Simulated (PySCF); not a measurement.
Work out the structure from these simulated measurements.

Elements present: C, F, H and Si. Monoisotopic mass: 145.0280 u (electron mass counted); charge +1.

| Item | Value |
| --- | --- |
| UV, first state | lowest singlet excitation: 3.32 eV (374 nm, f = 0.090) [TDDFT PBE0/def2-SVPD] |
| Rotational structure | rotational constants A, B, C: 2.584, 0.986, 0.782 GHz [GFN2-xTB] |
| Polarisability | 91.4 au [PBE0/def2-SVPD] |
| UV, strongest line | among the 8 lowest singlet transitions: S6 at 5.82 eV (213 nm, f = 0.235) [TDDFT PBE0/def2-SVPD] |
| 1H NMR | chemical shifts (computed TMS as zero) by class: 9.07 (1 H), 8.88 (1 H), 8.22 (1 H), 7.82 (1 H), 7.05 (1 H), 3.82 (2 H) ppm [GIAO PBE0/pcSseg-1] |
| 13C NMR | chemical shifts (computed TMS as zero) by class: 171.3 (1 C), 169.4 (1 C), 165.2 (1 C), 133.8 (1 C), 119.1 (1 C), 40.7 (1 C) ppm [GIAO PBE0/pcSseg-1] |
| Triplet | lowest triplet excitation (Tamm–Dancoff): 2.11 eV [TDA PBE0/def2-SVPD] |

Gas-phase values; electronic properties from PySCF, density fitting. Levels stand in brackets. The structure is a single GFN2-xTB conformer in the gas phase; no vibrational or solvent corrections. NMR values are class means; diastereotopic atoms form classes of their own.

**Question.** Which formula fits the mass and the elements?

**Answer.** C6H7F2Si (calculated 145.0280). No other formula that holds each of these elements comes within 0.0003 u with a fitting electron parity and a possible valence count.

**Question.** Give a SMILES that accounts for the data.

**Answer.** Numbering: `[F:1][CH:2]([F:3])[C:4]1=[CH:5][CH:6]=[CH:7][CH2:8][SiH+:9]1`. 6 carbons fall into 6 classes; from least to most shielded: alkene CH carbon [C5] (171.3 ppm), alkene CH carbon [C7] (169.4 ppm), fully substituted alkene carbon [C4] (165.2 ppm), alkene CH carbon [C6] (133.8 ppm), CHF2 carbon [C2] (119.1 ppm), ring sp3 carbon bound to silicon [C8] (40.7 ppm). Hydrogen classes from least to most shielded: 1 H on an alkene CH carbon, C5 (9.07 ppm), 1 H on a silicon bonded to 2 C and H, Si9 (8.88 ppm), 1 H on an alkene CH carbon, C7 (8.22 ppm), 1 H on an alkene CH carbon, C6 (7.82 ppm), 1 H on a CHF2 carbon, C2 (7.05 ppm), 2 H on an sp3 carbon bound to silicon, C8 (3.82 ppm). S1 is mainly HOMO→LUMO (weight 0.98); the largest Löwdin shares of the orbital it empties are 0.24 on an alkene CH carbon, 0.21 on the fully substituted alkene carbon, 0.21 on an alkene CH carbon and 0.09 on the silicon bonded to 2 C and H, of the orbital it fills 0.39 on the silicon bonded to 2 C and H, 0.16 on an alkene CH carbon, 0.11 on the fully substituted alkene carbon and 0.09 on the sp3 carbon bound to silicon. The optimised geometry has point group C1 and is an asymmetric top. Structure: `FC(F)C1=CC=CC[SiH+]1`. The assignments are read from this structure; whether some other isomer fits the data as well wasn't checked.

Shape of the structure used: `[F:1][CH:2]([F:3])[C:4]1=[CH:5][CH:6]=[CH:7][CH2:8][SiH+:9]1`: F1–C2–C4–C5 -161°.
